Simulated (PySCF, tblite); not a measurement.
Isomers of C6H10O2P2, one GFN2-xTB conformer each. Single-point energies are computed at PBE0/pcSseg-1 (PySCF, gas phase, no added dispersion term), electronic only.

```json
{"SMILES": "C#CCP(CP)C(=O)OC", "GFN2-xTB relative energy (kJ/mol)": "259.9"}
{"SMILES": "COC1=CC=C(C)[P@@]1(=O)P", "GFN2-xTB relative energy (kJ/mol)": "0.0"}
{"SMILES": "COC(=O)PC#CP(C)C", "GFN2-xTB relative energy (kJ/mol)": "238.6"}
```

Conformers: `[CH:1]#[C:2][CH2:3][P:4]([CH2:5][PH2:6])[C:7](=[O:8])[O:9][CH3:10]` with C2–C3–P4–C5 -53°, C3–P4–C5–P6 166°, P4–C5–P6–H 79° and 171°, C3–P4–C7–O8 -117°, P4–C7–O9–C10 180°; `[CH3:1][O:2][C:3]1=[CH:4][CH:5]=[C:6]([CH3:7])[P@@:8]1(=[O:9])[PH2:10]` with C1–O2–C3–C4 174°, C6–P8–P10–H 34° and -59°; `[CH3:1][O:2][C:3](=[O:4])[PH:5][C:6]#[C:7][P:8]([CH3:9])[CH3:10]` with C1–O2–C3–O4 1°, O2–C3–P5–C6 58°.

Problem. What does PBE0/pcSseg-1 give for the same structures?

Solution. 
| SMILES | PBE0/pcSseg-1 E (Eh) | PBE0/pcSseg-1 (kJ/mol) | GFN2-xTB (kJ/mol) | point group |
| --- | --- | --- | --- | --- |
| COC1=CC=C(C)[P@@]1(=O)P | -1067.00030 | 0.0 | 0.0 | C1 |
| COC(=O)PC#CP(C)C | -1066.97904 | 55.8 | 238.6 | C1 |
| C#CCP(CP)C(=O)OC | -1066.95460 | 120.0 | 259.9 | C1 |

Both levels put the same isomer lowest; measured from each level's own lowest isomer, the values differ by up to 182.8 kJ/mol (COC(=O)PC#CP(C)C: 238.6 against 55.8). As drawn, the lowest has a P=O bond and a C=C bond outside aromatic rings, which the highest lacks; the highest has a C=O bond, a C≡C bond and a C(=O)–O unit, which the lowest lacks.

Problem. Which frontier levels, dipoles and rotational constants go with these structures?

Solution. 
```json
{"SMILES": "COC1=CC=C(C)[P@@]1(=O)P", "HOMO (eV, PBE0/pcSseg-1)": "-6.17", "LUMO (eV)": "-1.87", "dipole (D)": "2.93", "A, B, C (MHz)": "1280, 936.9, 720.9"}
{"SMILES": "COC(=O)PC#CP(C)C", "HOMO (eV, PBE0/pcSseg-1)": "-6.75", "LUMO (eV)": "-0.51", "dipole (D)": "1.79", "A, B, C (MHz)": "1713, 417.1, 373.3"}
{"SMILES": "C#CCP(CP)C(=O)OC", "HOMO (eV, PBE0/pcSseg-1)": "-6.91", "LUMO (eV)": "-0.47", "dipole (D)": "2.22", "A, B, C (MHz)": "1213, 793.6, 629.0"}
```

Problem. What happens when harmonic zero-point energies from GFN2-xTB frequencies are added?

Solution. 
```json
{"SMILES": "COC1=CC=C(C)[P@@]1(=O)P", "ZPE (kJ/mol)": "380.5", "electronic (kJ/mol)": "0.0", "with ZPE (kJ/mol)": "0.0"}
{"SMILES": "COC(=O)PC#CP(C)C", "ZPE (kJ/mol)": "376.3", "electronic (kJ/mol)": "55.8", "with ZPE (kJ/mol)": "51.6"}
{"SMILES": "C#CCP(CP)C(=O)OC", "ZPE (kJ/mol)": "370.1", "electronic (kJ/mol)": "120.0", "with ZPE (kJ/mol)": "109.6"}
```

The zero-point energies span 10.4 kJ/mol. The order is unchanged.
